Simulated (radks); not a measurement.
The numbers below are computed, except where a source is named.
The gadolinium ion Gd3+, configuration [Xe] 4f7. Code: a radial shooting solver on a logarithmic mesh with Libxc functionals. Model: scalar-relativistic Kohn-Sham, PBE, spin-unpolarised, spherical densities, finite nucleus; Fermi nuclear charge, rms radius 5.1569 fm.

Normalised radial functions P(r) = r R(r), r in bohr:

r,4s,4p,4f
0.001807,0.1683,0.0072,0.0000
0.002739,0.2271,0.0146,0.0000
0.004152,0.2950,0.0295,0.0000
0.006294,0.3598,0.0588,0.0000
0.009541,0.3933,0.1143,0.0000
0.01446,0.3447,0.2112,0.0001
0.02192,0.1516,0.3590,0.0005
0.03324,-0.2032,0.5281,0.0024
0.05038,-0.5654,0.5942,0.0097
0.07637,-0.5340,0.3297,0.0357
0.1158,0.1840,-0.3492,0.1138
0.1755,0.9166,-0.8765,0.3004
0.266,0.2855,-0.2685,0.6244
0.4033,-1.2485,1.1165,0.9707
0.6113,-1.4501,1.4507,1.0837
0.9267,-0.5362,0.6499,0.8683
1.405,-0.0644,0.1065,0.5158
2.129,-0.0018,0.0049,0.2182
3.228,0.0000,0.0000,0.0574
4.893,0.0000,0.0000,0.0068

4s: eigenvalue -394.41 eV, 3 radial nodes at r = 0.0267, 0.107, 0.288 bohr, <r> = 0.553 bohr, 90 % of the charge inside 0.794 bohr. 4p: eigenvalue -301.45 eV, 2 radial nodes at r = 0.0955, 0.289 bohr, <r> = 0.585 bohr, 90 % of the charge inside 0.851 bohr. 4f: eigenvalue -33.697 eV, 0 radial nodes, <r> = 0.851 bohr, 90 % of the charge inside 1.45 bohr.
